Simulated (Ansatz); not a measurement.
A run on CF3NOZr, SMILES `O=C=[N][Zr]([F])([F])[F]` with other settings.

```yaml
crystal:
  periodic: [false, false, false]
  atoms:
    - {symbol: O, position_ang: [1.742874, -2.163635, 1.755073]}
    - {symbol: C, position_ang: [1.127330, -1.397634, 1.136908]}
    - {symbol: N, position_ang: [0.488772, -0.602901, 0.495703]}
    - {symbol: Zr, position_ang: [-0.585966, 0.727141, -0.590340]}
    - {symbol: F, position_ang: [0.580139, 1.972894, -1.408383]}
    - {symbol: F, position_ang: [-1.790384, 1.649529, 0.540801]}
    - {symbol: F, position_ang: [-1.562755, -0.185394, -1.929762]}
basis:
  gaussian: {orbitals: def2-TZVPP}
total_charge: 1
magnetization: {spin_polarized: true, initial_magnetization: 1}
hamiltonian: {xc: {name: PBE0}}
```

```sh
$ ansatz run in.yaml --threads 4 --pin off --events-out ev --progress --plain --max-ram 10444MiB
```

Shortened log:

```
Functional definition: PBE0
1344 factors; their error is unknown
mean field evaluation 1: about -13977.8120 eV, gradient 7.5e1 eV
mean field evaluation 2: about -13845.6266 eV, gradient 2.1e2 eV
mean field evaluation 4: about -13993.7843 eV, gradient 1.6e1 eV
mean field evaluation 8: about -13994.6873 eV, gradient 2.2e-1 eV
mean field evaluation 16: about -13994.7650 eV, gradient 1.5e-3 eV
mean field evaluation 32: about -13994.7650 eV, gradient 4.1e-5 eV
mean field -13994.76496070 eV, -514.2981263132 hartree, gradient 6.3e-6 eV, S^2 0.774750; 2 other end points of the search recorded, 0 dependent functions left out
reference -13994.76500863 eV, -514.2981280748 hartree; 30, 29 occupied and 212, 213 virtual orbitals, 1344 factors
Total energy: -13994.76500863 eV, -514.2981280748 hartree
```

It took 3.7 min on 4 threads of an AMD EPYC on a shared host, with 1.2 GiB of host memory at the peak.
